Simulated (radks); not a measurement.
Question: Valence configurations of Br+ (all share [Ar]). Calculated with a radial shooting solver on a logarithmic mesh with Libxc functionals: non-relativistic Kohn-Sham, SCAN, spin-polarised, spherical densities, point nucleus; open shells are filled with parallel spins first; meta-GGA in the generalised Kohn-Sham scheme. Order these by energy: 3d10 4s1 4p5; 3d10 4s2 4p4; 3d9 4s2 4p5; 3d10 4p6; 3d9.5 4s1 4p5.5; 3d9 4s1 4p6; 3d10 4s1.5 4p4.5; 3d8 4s2 4p6; 3d9.5 4s2 4p4.5.

Answer: From the lowest, in eV above it: 3d10 4s2 4p4 0.000; 3d10 4s1.5 4p4.5 6.252; 3d10 4s1 4p5 12.410; 3d10 4p6 26.615; 3d9.5 4s2 4p4.5 33.209; 3d9.5 4s1 4p5.5 46.110; 3d9 4s2 4p5 68.792; 3d9 4s1 4p6 82.120; 3d8 4s2 4p6 147.18. NIST lists [Ar] 3d10 4s2 4p4 as the ground configuration; this level of theory agrees among the configurations tried. The energies are those of spherical high-spin densities, not of single terms.
